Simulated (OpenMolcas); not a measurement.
## What dynamic correlation does to the levels of Mn2+

```
Program             : OpenMolcas
Basis               : ANO-RCC-VQZP [7s6p4d3f2g1h]
Scalar Hamiltonian  : DKH2, point nucleus
Active space        : 5 electrons in 10 orbitals (3d 4d)
State averaging     : 2S+1 = 6 even, 1 root; 2S+1 = 4 even, 24 roots; 2S+1 = 2 even, 58 roots
Spin-orbit coupling : state interaction with AMFI integrals over the reference wave functions, term energies averaged over their components
```

Methods on the same reference wave functions:
A. CASSCF
B. SS-CASPT2, IPEA 0.25 Eh, imaginary shift 0.1 Eh (closed shells correlated: 3s 3p)
C. MS-CASPT2, IPEA 0.25 Eh, imaginary shift 0.1 Eh (closed shells correlated: 3s 3p)

Energies in cm-1 above 3d5 6S 5/2, the measured ground level; measured values from Corliss and Sugar, J. Phys. Chem. Ref. Data 6, 1253 (1977).

```csv
Level,A,B,C,Measured
3d5 6S 5/2,0.0,0.0,0.0,0.0
3d5 4G 5/2,30786,27650,27650,
3d5 4G 7/2,30812,27680,27680,
3d5 4G 9/2,30834,27710,27710,
3d5 4G 11/2,30846,27720,27720,
3d5 4P 5/2,35154,30440,30440,29168
3d5 4P 3/2,35181,30480,30480,
3d5 4P 1/2,35216,30510,30510,
3d5 4D 7/2,38323,33330,33330,32307
3d5 4D 1/2,38330,33340,33340,32369
3d5 4D 3/2,38368,33380,33380,
3d5 4D 5/2,38386,33400,33400,32384
3d5 2I 11/2,43862,40430,40430,39174
3d5 2I 13/2,43915,40490,40490,39176
3d5 2D 5/2(1) [69 %],49247,42990,42980,41238
3d5 2D 3/2(1),49655,43320,43310,41570
3d5 2F 7/2(1),50496,44490,44430,42606
3d5 4F 7/2,51075,45100,45110,43602
3d5 4F 9/2,51083,45110,45110,43573
3d5 4F 3/2,51157,45160,45160,43675
3d5 4F 5/2 [56 %],51214,45180,45200,43669
3d5 2H 9/2,53481,48290,48290,46516
3d5 2H 11/2,53623,48500,48500,46671
3d5 2G 7/2,55683,49420,49420,47842
```

Deviations, from unrounded energies. A percentage is the sum of absolute deviations over the sum of measured energies, with the sign that they share, or ± where signs differ.

```json
{"Against measurement": "mean absolute deviation (cm-1)", "Levels": "16", "A": "6800", "B": "1500", "C": "1500"}
{"Against measurement": "other terms of the ground configuration (%)", "Levels": "16", "A": "+16.9", "B": "+3.6", "C": "+3.6"}
```

B, C lie about equally close to measurement and A furthest from it. The largest miss of C in the table is 3d5 2H 11/2, by +1800 cm-1. The ranking rests on the paired levels alone, and a cruder setting can come out closer through cancelling errors.

Between B and C the level of the table that moves most is 3d5 2F 7/2(1), by 59 cm-1 (lowest in C, highest in B). Moves below CASPT2's spread within the term are not significant.

The two smallest mean deviations differ by little beside CASPT2's spread within terms, so their order carries little weight.

From A to B the spin-free energies of the other terms of 3d5 shown, above 6S, scale by factors of 0.87 to 0.92, as is usual when dynamic correlation screens the repulsion within a d or f shell.

The lowest spin-free term lies below A's lowest term by 0.424 hartree in B, 0.424 hartree in C.

CASPT2 does not keep the components of a term degenerate, so their means are used; among the terms shown or strongly mixed into the levels shown the widest spread is 740 cm-1 (3d5 2I, C). Active for correlation alone: 4d; no level in the range computed is led by a configuration that fills it, so any true level of that kind is missing. Without dynamic correlation excited terms often stand tens of per cent too high (terms of higher spin than the ground term too low), and those without a measured partner can miss by more than the paired ones (holds for A). Some levels mix across a computed gap that differs much from the measured one, so their mixing is not that of the real levels (holds for A). Measured partners are found by configuration, term and J. A level has none where our copy of the source lacks it or the pairing is in doubt (some pairs that miss far off the trend of their configuration count as doubtful), and it then counts in no deviation. Levels of configurations outside the active space are missing. The table leaves out levels that lie high or whose names do not pair safely across all columns.

A share in square brackets marks a mixed level and gives the weight of the term that names it, the lowest over the columns. A number in round brackets counts repeated terms of one configuration in the order of the reference energies.
